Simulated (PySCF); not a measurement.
Species: CH10GeN2Si.
Geometry (PBE0-D3(BJ)/def2-SVP, Å), atoms numbered from 1 in this order:
```
atom  x, y, z in Å
N1    -2.7096   -0.0612    0.1560
Ge2   -0.9986    0.6092    0.2617
C3     0.2930   -0.8656    0.0716
N4     1.6619   -0.4262    0.2439
Si5    2.7819   -0.1202   -1.0393
H6    -3.4298    0.6392    0.0011
H7    -2.9938   -0.6374    0.9439
H8    -0.8509    1.6165   -0.8951
H9    -0.6687    1.3401    1.5954
H10    0.1629   -1.2965   -0.9347
H11    0.0356   -1.6783    0.7757
H12    1.8670   -0.0428    1.1596
H13    2.4726    1.0760   -1.8944
H14    4.1171    0.1006   -0.4073
H15    2.8136   -1.3022   -1.9564
```

Method: PBE0-D3(BJ)/def2-SVP geometry optimisation, gas phase (PySCF 2.14.0).

Masses are those of the commonest isotopes; rigid-rotor values at the optimised geometry. The values belong to one conformer with, in the numbering `[NH2:1][GeH2:2][CH2:3][NH:4][SiH3:5]`, H–N1–Ge2–C3 -165° and 69°, N1–Ge2–C3–N4 -176°, Ge2–C3–N4–Si5 -101°.

**Question.** What are A, B and C (MHz)?

**Answer.** Ia = 61.72, Ib = 550.31, Ic = 565.67 u·Å²; 505379 MHz·u·Å²/I gives A = 8188, B = 918.4, C = 893.4 MHz.

**Question.** What kind of rotor is it?

**Answer.** A near-prolate asymmetric top; Ray's κ = -0.993.

**Question.** What does the inertial defect say?

**Answer.** Not planar: Δ = Ic − Ia − Ib = -46.36 u·Å². For a rigid frame Δ = −2 Σ m c², so Σ m c² = 23.18 u·Å² lies off the ab plane: 10.92 from hydrogen and 12.26 from heavier atoms. The atom farthest from that plane is 1.59 Å away.

**Question.** Give the other two planar moments, Paa and Pbb, and the rms extents of the mass along the axes.

**Answer.** Paa = Σ m a² = (Ib + Ic − Ia)/2 = 527.13 and Pbb = Σ m b² = (Ia + Ic − Ib)/2 = 38.54 u·Å². With the mass M = 151.98 u, the rms extents √(P/M) along a, b and c are 1.86, 0.50, 0.39 Å.

**Question.** Where do the levels up to J = 5 lie, in K?

**Answer.** Above 0(0,0), as E/k:
J = 1: 1(0,1) 0.087, 1(1,1) 0.436, 1(1,0) 0.437
J = 2: 2(0,2) 0.261, 2(1,2) 0.609, 2(1,1) 0.612, 2(2,1) 1.659, 2(2,0) 1.659
J = 3: 3(0,3) 0.522, 3(1,3) 0.868, 3(1,2) 0.875, 3(2,2) 1.920, 3(2,1) 1.920, 3(3,1) 3.667, 3(3,0) 3.667
J = 4: 4(0,4) 0.869, 4(1,4) 1.213, 4(1,3) 1.225, 4(2,3) 2.267, 4(2,2) 2.267, 4(3,2) 4.015, 4(3,1) 4.015, 4(4,1) 6.461, 4(4,0) 6.461
J = 5: 5(0,5) 1.304, 5(1,5) 1.645, 5(1,4) 1.663, 5(2,4) 2.702, 5(2,3) 2.702, 5(3,3) 4.450, 5(3,2) 4.450, 5(4,2) 6.896, 5(4,1) 6.896, 5(5,1) 10.041, 5(5,0) 10.041

**Question.** Predict some low-J microwave lines.

**Answer.** The dipole components are |μa| = 1.41 D, |μb| = 0.37 D, |μc| = 1.23 D. Intensities carry the squares of the components, which stand as 1.00 : 0.07 : 0.76 (a : b : c). Some of the stronger lines:

```tsv
type	branch	J(Ka,Kc)	MHz	lower level (cm⁻¹)
a	R	1(0,1) ← 0(0,0)	1812	0.000
a	R	2(1,2) ← 1(1,1)	3599	0.303
a	R	2(0,2) ← 1(0,1)	3623	0.060
a	R	2(1,1) ← 1(1,0)	3648	0.304
c	Q	2(1,2) ← 2(0,2)	7244	0.181
c	Q	1(1,1) ← 1(0,1)	7269	0.060
b	Q	1(1,0) ← 1(0,1)	7294	0.060
b	Q	2(1,1) ← 2(0,2)	7319	0.181
b	R	1(1,1) ← 0(0,0)	9081	0.000
c	R	1(1,0) ← 0(0,0)	9106	0.000
b	R	2(1,2) ← 1(0,1)	10868	0.060
c	R	2(1,1) ← 1(0,1)	10943	0.060
c	Q	2(2,1) ← 2(1,1)	21808	0.425
b	Q	2(2,0) ← 2(1,1)	21808	0.425
b	Q	2(2,1) ← 2(1,2)	21883	0.423
b	R	2(2,1) ← 1(1,0)	25456	0.304
c	R	2(2,0) ← 1(1,0)	25456	0.304
c	R	2(2,1) ← 1(1,1)	25481	0.303
b	R	2(2,0) ← 1(1,1)	25481	0.303
```

**Question.** Estimate the classical rotational partition function at 10 K, 100 K and 200 K.

**Answer.** Point group C1, symmetry number σ = 1; q = (√π/σ)·√((kT/h)³/(ABC)), k/h = 20836.6 MHz/K: 2060 at 10 K, 65000 at 100 K, 184000 at 200 K.

No frequency check. These are rigid-rotor constants of the computed structure; measured ground-state constants (B0) also hold zero-point vibration. A rigid rotor knows nothing of inversion at nitrogen or internal rotation, which can split or shift real lines. Quadrupole hyperfine structure (14N) is left out.
